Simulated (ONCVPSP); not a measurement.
**Building the ONCV potential for Co (PBE, scalar-relativistic).**

Input for ONCVPSP 4.0.1:

```
# ATOM AND REFERENCE CONFIGURATION
# atsym  z   nc   nv     iexc    psfile
  Co 27.00    5    3        4      upf
#
#   n    l    f
    1    0    2.00
    2    0    2.00
    2    1    6.00
    3    0    2.00
    3    1    6.00
    3    2    7.00
    4    0    1.00
    4    1    1.00
#
# PSEUDOPOTENTIAL AND OPTIMIZATION
# lmax
    3
#
#   l,   rc,      ep,       ncon, nbas, qcut
    0    1.70    0.00    3    8    3.40
    1    2.20    0.00    4    8    3.00
    2    1.45    0.00    3    8    8.90
    3    1.75    0.38    4    8    5.40
#
# LOCAL POTENTIAL
# lloc, lpopt,  rc(5),   dvloc0
    4    5    0.90   -1.00
#
# VANDERBILT-KLEINMAN-BYLANDER PROJECTORs
# l, nproj, debl
    0    2    2.70
    1    2    2.00
    2    2    2.10
    3    2    3.20
#
# MODEL CORE CHARGE
# icmod, fcfact, rcfact
    1    0.55    0.00
#
# LOG DERIVATIVE ANALYSIS
# epsh1, epsh2, depsh
   -2.00    5.00    0.02
#
# OUTPUT GRID
# rlmax, drl
    6.00    0.01
#
# TEST CONFIGURATIONS
# ncnf
    4
# nvcnf
#   n    l    f
    3
    3    2    7.00
    4    0    2.00
    4    1    0.00
#
    3
    3    2    7.00
    4    0    1.00
    4    1    0.00
#
    3
    3    2    7.00
    4    0    0.00
    4    1    0.00
#
    3
    3    2    8.00
    4    0    0.00
    4    1    0.00
#
```

Command:

```bash
oncvpsp.x < Co.dat > Co.out
```

The program printed (shortened: citation, most of the input echo, consistency checks and plot data are left out):

```
ONCVPSP  (Optimized Norm-Conservinng Vanderbilt PSeudopotential)
scalar-relativistic version 4.0.1

#   n    l    f        energy (Ha)
    1    0    2.00    -2.7910994E+02
    2    0    2.00    -3.3102668E+01
    2    1    6.00    -2.8359949E+01
    3    0    2.00    -3.8316751E+00
    3    1    6.00    -2.4806674E+00
    3    2    7.00    -3.6797072E-01
    4    0    1.00    -2.4338002E-01
    4    1    1.00    -7.7880946E-02

Reference configufation results
  iterations    33
  all-electron total energy (Ha)   -1.39298606D+03

Begin loop to  construct optimized pseudo wave functions
and semi-local pseudopoentials for all angular momenta

   Wellstate for l =  0  n =  6
     eigenvalue =   2.4566
     asymptotic potential =   2.9566
     half-point radius =  3.7244

Calculating optimized projector #   1

 for l=   0

    Fraction of norm inside rc  0.130404
    Optimizing pswf for qcut=   3.41 a_B^-1,  ecut=   5.81 Ha
    Residual kinetic energy error=  2.83D-04 Ha

    Energy error per electron        Cutoff
         Ha          eV             Ha
         0.01000     0.27211        3.02
         0.00100     0.02721        4.89
         0.00010     0.00272       15.96
         0.00001     0.00027       69.50

Calculating optimized projector #   2

 for l=   0

    Fraction of norm inside rc  0.111313
    Optimizing pswf for qcut=   3.41 a_B^-1,  ecut=   5.81 Ha
    Residual kinetic energy error=  3.36D-02 Ha

    Energy error per electron        Cutoff
         Ha          eV             Ha
         0.01000     0.27211       21.45
         0.00100     0.02721       96.79
         0.00010     0.00272      111.02
         0.00001     0.00027      147.75

   Wellstate for l =  1  n =  6
     eigenvalue =   1.9221
     asymptotic potential =   2.4221
     half-point radius =  4.5203

Calculating optimized projector #   1

 for l=   1

    Fraction of norm inside rc  0.115376
    Optimizing pswf for qcut=   3.00 a_B^-1,  ecut=   4.49 Ha
    Residual kinetic energy error=  2.04D-04 Ha

    Energy error per electron        Cutoff
         Ha          eV             Ha
         0.01000     0.27211        0.80
         0.00100     0.02721        1.97
         0.00010     0.00272        5.47
         0.00001     0.00027       18.61

Calculating optimized projector #   2

 for l=   1

    Fraction of norm inside rc  0.146992
    Optimizing pswf for qcut=   3.00 a_B^-1,  ecut=   4.49 Ha
    Residual kinetic energy error=  1.96D-02 Ha

    Energy error per electron        Cutoff
         Ha          eV             Ha
         0.01000     0.27211        5.26
         0.00100     0.02721       24.43
         0.00010     0.00272       54.06
         0.00001     0.00027       67.41

   Wellstate for l =  2  n =  5
     eigenvalue =   1.7320
     asymptotic potential =   2.2320
     half-point radius =  3.7907

Calculating optimized projector #   1

 for l=   2

    Fraction of norm inside rc  0.797595
    Optimizing pswf for qcut=   8.91 a_B^-1,  ecut=  39.69 Ha
    Residual kinetic energy error=  1.98D-04 Ha

    Energy error per electron        Cutoff
         Ha          eV             Ha
         0.01000     0.27211       31.00
         0.00100     0.02721       36.05
         0.00010     0.00272       61.16
         0.00001     0.00027      178.24

Calculating optimized projector #   2

 for l=   2

    Fraction of norm inside rc  0.078574
    Optimizing pswf for qcut=   8.91 a_B^-1,  ecut=  39.69 Ha
    Residual kinetic energy error=  4.21D-04 Ha

    Energy error per electron        Cutoff
         Ha          eV             Ha
         0.01000     0.27211       30.98
         0.00100     0.02721       37.40
         0.00010     0.00272       69.54
         0.00001     0.00027      157.07

   Wellstate for l =  3  n =  4
     eigenvalue =   0.3800
     asymptotic potential =   0.8800
     half-point radius =  7.5743

   Wellstate for l =  3  n =  6
     eigenvalue =   3.5800
     asymptotic potential =   4.0800
     half-point radius =  3.7973

Calculating optimized projector #   1

 for l=   3

    Fraction of norm inside rc  0.002666
    Optimizing pswf for qcut=   5.40 a_B^-1,  ecut=  14.61 Ha
    Residual kinetic energy error=  7.10D-06 Ha

    Energy error per electron        Cutoff
         Ha          eV             Ha
         0.01000     0.27211        1.27
         0.00100     0.02721        3.18
         0.00010     0.00272        8.21
         0.00001     0.00027       13.78

Calculating optimized projector #   2

 for l=   3

    Fraction of norm inside rc  0.176688
    Optimizing pswf for qcut=   5.40 a_B^-1,  ecut=  14.61 Ha
    Residual kinetic energy error=  1.83D-02 Ha

    Energy error per electron        Cutoff
         Ha          eV             Ha
         0.01000     0.27211       16.18
         0.00100     0.02721       31.01
         0.00010     0.00272       85.91
         0.00001     0.00027      105.67

Construct Vanderbilt / Kleinmman-Bylander projectors

B matrix Hermiticity error, ll=   0
   1   2   -1.1148E-04

  Orthonormal projector coefficients  1.5271E+01  2.5101E+00

B matrix Hermiticity error, ll=   1
   1   2   -5.2693E-05

  Orthonormal projector coefficients  5.8067E+00  5.7189E-01

B matrix Hermiticity error, ll=   2
   1   2   -1.8507E-04

  Orthonormal projector coefficients -5.0653E+00 -3.0789E+00

B matrix Hermiticity error, ll=   3
   1   2   -1.0682E-05

  Orthonormal projector coefficients -1.4110E+01 -5.0222E+00

Model core correction analysis
  based on d2Exc/dn_idn_j

d2excae - all-electron derivatives

   -2.626314D-02   -4.883639D-03   -1.447204D-03
   -5.715993D-03   -7.966592D-03   -2.386393D-03
   -1.993409D-03   -3.071229D-03   -9.502288D-04

d2excps - pseudofunction derivatives with no core correction

   -4.595405D-02   -5.744209D-03   -1.579539D-03
   -6.755054D-03   -9.489990D-03   -2.860595D-03
   -2.242919D-03   -3.692966D-03   -1.139163D-03

rms 2nd derivative error    6.604711E-03

Polynomial model core charge

d2excps - pseudofunction derivatives with core correction

   -3.109867D-02   -4.830545D-03   -1.383737D-03
   -5.662751D-03   -7.966975D-03   -2.425709D-03
   -1.929840D-03   -3.110756D-03   -9.627137D-04

rms 2nd derivative error    1.612427E-03

Pseudoatom total energy  -27.778682

Diagnostic tests using Vanderbilt-Kleinman-Bylander pseudopotentials
  1 or more projectors used as specified by nproj input data

   l    rcore       rmatch      e in        delta e   norm test  slope test

   0   1.7074476   1.7592895  -0.2433800  -0.0000365   0.9999023   1.0002426
   0   1.7074476   1.7592895   2.4566200   0.0000414   1.0001915   1.0001915

   1   2.2083127   2.2753618  -0.0778809   0.0000006   1.0000087   1.0000062
   1   2.2083127   2.2753618   1.9221191   0.0000004   1.0000497   1.0000497

   2   1.4527869   1.4968967  -0.3679707  -0.0001551   0.9999881   0.9997902
   2   1.4527869   1.4968967   1.7320293  -0.0002340   1.0003786   1.0003786

   3   1.7592895   1.8127053   0.3800000   0.0000173   1.0000636   1.0000636
   3   1.7592895   1.8127053   3.5800000   0.0002283   0.9943864   0.9943864

 Testing for bound ghosts
   n   l    E NL Schr. Eq   E Basis Diag.   E Cutoff

       0                       -2.716597    118.54  WARNING - GHOST(-)
   1   0       -0.243417       -0.212987    118.54

   2   1       -0.077880       -0.050488     61.49

   3   2       -0.368126       -0.365858    163.34

 Testing for highly-localized positive-energy ghosts
       l    <radius>/rc     E Basis Diag.   E Cutoff

       1        0.327723        1.259857     61.49  WARNING - GHOST(+)

       3        0.410146        3.431647    124.07  WARNING - GHOST(+)

Test configuration 0

   n   l     f        eae           eps        diff
   1   0  2.0000 -279.10994443
   2   0  2.0000  -33.10266770
   2   1  6.0000  -28.35994905
   3   0  2.0000   -3.83167506
   3   1  6.0000   -2.48066736
   3   2  7.0000   -0.36797072   -0.36812578   -1.55D-04
   4   0  1.0000   -0.24338002   -0.24341657   -3.65D-05
   4   1  1.0000   -0.07788095   -0.07788039    5.57D-07

    Total energies and differences
      AE_ref= -1.39298606D+03  AE_tst= -1.39298606D+03  dif=  0.00D+00
      PS_ref= -2.77786824D+01  PS_tst= -2.77786824D+01  dif= -5.68D-14
      PSP excitation error=  5.68D-14

Test configuration 1

   n   l     f        eae           eps        diff
   1   0  2.0000 -279.04129361
   2   0  2.0000  -33.03777093
   2   1  6.0000  -28.29482653
   3   0  2.0000   -3.76330270
   3   1  6.0000   -2.41210144
   3   2  7.0000   -0.30149814   -0.30174888   -2.51D-04
   4   0  2.0000   -0.20102196   -0.20091862    1.03D-04

    Total energies and differences
      AE_ref= -1.39298606D+03  AE_tst= -1.39314596D+03  dif= -1.60D-01
      PS_ref= -2.77786824D+01  PS_tst= -2.79385679D+01  dif= -1.60D-01
      PSP excitation error= -9.04D-06

Test configuration 2

   n   l     f        eae           eps        diff
   1   0  2.0000 -279.36759378
   2   0  2.0000  -33.35691557
   2   1  6.0000  -28.61456758
   3   0  2.0000   -4.08745788
   3   1  6.0000   -2.73676600
   3   2  7.0000   -0.62324404   -0.62240951    8.35D-04
   4   0  1.0000   -0.46903058   -0.46929700   -2.66D-04

    Total energies and differences
      AE_ref= -1.39298606D+03  AE_tst= -1.39281409D+03  dif=  1.72D-01
      PS_ref= -2.77786824D+01  PS_tst= -2.76066290D+01  dif=  1.72D-01
      PSP excitation error= -8.01D-05

Test configuration 3

   n   l     f        eae           eps        diff
   1   0  2.0000 -279.74961545
   2   0  2.0000  -33.72818336
   2   1  6.0000  -28.98672406
   3   0  2.0000   -4.46431717
   3   1  6.0000   -3.11384592
   3   2  7.0000   -0.99457889   -0.99267694    1.90D-03

    Total energies and differences
      AE_ref= -1.39298606D+03  AE_tst= -1.39219723D+03  dif=  7.89D-01
      PS_ref= -2.77786824D+01  PS_tst= -2.69890258D+01  dif=  7.90D-01
      PSP excitation error= -8.27D-04

Test configuration 4

   n   l     f        eae           eps        diff
   1   0  2.0000 -279.16339269
   2   0  2.0000  -33.12866198
   2   1  6.0000  -28.38863049
   3   0  2.0000   -3.88133864
   3   1  6.0000   -2.53639014
   3   2  8.0000   -0.44989369   -0.44624684    3.65D-03

    Total energies and differences
      AE_ref= -1.39298606D+03  AE_tst= -1.39290814D+03  dif=  7.79D-02
      PS_ref= -2.77786824D+01  PS_tst= -2.76965758D+01  dif=  8.21D-02
      PSP excitation error= -4.18D-03
```

Note: ghosts flagged at negative energy: s at -73.9 eV; GHOST(+) flagged for p at 34.3 eV, f at 93.4 eV. A true bound ghost makes a file unfit for plane-wave use.

The run took about 4.2 s on one core of a shared server CPU.
